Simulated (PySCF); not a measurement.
**Strontium: highly charged ions in a basis for the neutral atom**

Sr⁹⁺ [Ar] 3d10 4s1, Sr¹⁰⁺ [Ar] 3d10. Calculation: PySCF 2.14, in x2c-SVPall (6s4p5d1f, 50 functions); scalar relativity by spin-free X2C-1e. No spin-orbit coupling, so a gap to NIST mixes the basis error with missing relativistic terms.

Changed run: basis of the neutral atom used for a highly charged ion. This setting is unsound on purpose.

| species | method | sound run (hartree) | changed run (hartree) | converged |
| --- | --- | --- | --- | --- |
| Sr⁹⁺ | UHF | not run | -3153.04544 | yes |
| Sr⁹⁺ | TPSS | not run | -3154.46320 | yes |
| Sr⁹⁺ | B3LYP | not run | -3154.57231 | yes |
| Sr¹⁰⁺ | UHF | not run | -3146.69145 | yes |
| Sr¹⁰⁺ | TPSS | not run | -3148.05188 | yes |
| Sr¹⁰⁺ | B3LYP | not run | -3148.12758 | yes |

Ionisation energy of Sr⁹⁺:

```json
{"method": "UHF", "changed run (eV)": "172.90", "NIST (eV)": "177.3 ± 0.06"}
{"method": "TPSS", "changed run (eV)": "174.46", "NIST (eV)": "177.3 ± 0.06"}
{"method": "B3LYP", "changed run (eV)": "175.37", "NIST (eV)": "177.3 ± 0.06"}
```

The contracted functions were made for the neutral atom and can be too rigid for a highly charged ion.
